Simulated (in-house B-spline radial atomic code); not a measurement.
# PBE hybrid excitations of Ca III (Ca2+)

Method: PBE hybrid with 0.7 exact exchange. Computed with an all-electron radial atomic-structure program (B-spline basis): linear response of the closed shell [Ne] 3s2 3p6 with the functional's adiabatic kernel; scalar-relativistic (spin-free one-electron X2C), finite nucleus, no spin-orbit coupling, no double excitations, S, P, D and F terms only. Only terms of natural parity with L up to 3 were computed.

Command:
```bash
python run_td.py task.json out
```
Settings (radii: box in bohr, nucleus in fm):
```
Z                        20
electrons                18
configuration            [Ne] 3s2 3p6
hamiltonian              x2c
method                   pbeh
box_radius               29.48
exact_exchange_fraction  0.7
rms_radius               3.4776
intervals                74
```

Run time, properties included: 1.2 s on 1 thread of Arm Neoverse N1 (shared host).

The lowest states, in the order of their Tamm-Dancoff energies; the method's threshold (minus the highest occupied level) is 49.55 eV. Labels give the largest channel, * marks a mixed state, and oscillator strengths are full-response dipole values. Semilocal kernels can invert the small singlet-triplet splittings of Rydberg terms. Energies in eV:

| state | full response | Tamm-Dancoff | oscillator strength |
| --- | --- | --- | --- |
| 3p → 3d 3P | 25.231 | 25.336 | - |
| 3p → 3d 3F | 25.690 | 26.012 | - |
| 3p → 3d 1F | 28.347 | 28.382 | - |
| 3p → 4s 3P | 30.50 | 30.52 | - |
| 3p → 4s 1P | 31.02 | 31.03 | 0.68 |
| 3p → 4p 3S | 33.88 | 33.92 | - |
| 3p → 4p 3D | 34.66 | 34.68 | - |
| 3p → 4p 1D | 34.97 | 34.97 | - |
| 3p → 3d 1P | 34.80 | 35.82 | 3.57 |
| 3p → 4p 1S | 36.37 | 36.51 | - |
| 3p → 4d 3P | 40.15 | 40.16 | - |
| 3p → 4d 3F | ? | ? | - |
| 3p → 4d 1F | 40.53 | 40.54 | - |
| 3p → 5s 3P | ? | ? | - |
| 3p → 5s 1P | 40.76 | 40.76 | 0.123 |
| 3p → 5p 3S | 41.83 | 41.84 | - |
| 3p → 4d 1P | 41.58 | 41.95 | 0.478 |
| 3p → 5p 3D | 42.07 | 42.07 | - |
| 3p → 5p 1D | 42.16 | 42.16 | - |
| 3p → 5p 1S | 42.63 | 42.68 | - |
| 3p → 4f 3D | 43.03 | 43.03 | - |
| 3p → 4f 1D | 43.10 | 43.10 | - |

Where does 3p → 5s 3P lie?

At 40.64 eV in full response, 40.64 eV in Tamm-Dancoff.

Where does 3p → 4d 3F lie?

At 40.29 eV in full response, 40.31 eV in Tamm-Dancoff.

How large is the singlet-triplet splitting of 3p → 3d (F terms) in Tamm-Dancoff?

2.37 eV, from the unrounded values.

What polarisabilities and dispersion coefficient does the method give?

Dipole 3.238 bohr³, quadrupole 6.881 bohr⁵, C6 10.65 hartree·bohr⁶ for two such species.
